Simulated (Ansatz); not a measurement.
Relaxation of F2H5NSi (9 atoms, charge 0, multiplicity 1), to a largest force component of 0.03 eV/Å in at most 50 steps.

Theory: RHF/def2-SVP in Ansatz.

```xyz
9
Properties=species:S:1:pos:R:3
Si -0.506 -0.065 -0.294
F 0.278 0.621 2.306
H 0.496 -1.044 0.133
H -0.087 1.338 -0.311
F -0.865 -0.439 -1.827
N -1.959 -0.219 0.722
H -2.336 -1.144 0.830
H -2.708 0.424 0.535
H -0.606 0.423 2.403
```

Problem. Where does it end, and by what steps?

Solution. It converged. The force dipped under the threshold on the way, but the program's further checks kept it going. After 10 steps the energy has fallen by 0.178 eV; F2 moved furthest, 0.78 Å.

```
step  energy less start (eV)  largest force component (eV/Å)  accepted
   0                  0.0000                           1.137       yes
   1                 -0.0093                           2.872       yes
   2                 -0.1393                           1.008       yes
   3                 -0.1583                           0.265       yes
   4                 -0.1708                           0.170       yes
   5                 -0.1704                           0.229        no
   6                 -0.1728                           0.112       yes
   7                 -0.1772                           0.059       yes
   8                 -0.1779                           0.010       yes
   9                 -0.1781                           0.087       yes
  10                 -0.1782                           0.010       yes
```

```xyz
9
Properties=species:S:1:pos:R:3
Si -0.500 -0.096 -0.485
F -0.167 0.631 2.944
H 0.545 -1.070 -0.152
H -0.023 1.286 -0.597
F -1.096 -0.512 -1.924
N -1.719 -0.158 0.744
H -2.095 -1.061 0.979
H -2.473 0.506 0.683
H -0.765 0.367 2.306
```

Whether the end is a true minimum wasn't checked by a vibrational analysis.

The run took 16 s on 1 thread of Arm Neoverse V1, with other jobs on the host, peak memory 0.14 GiB.
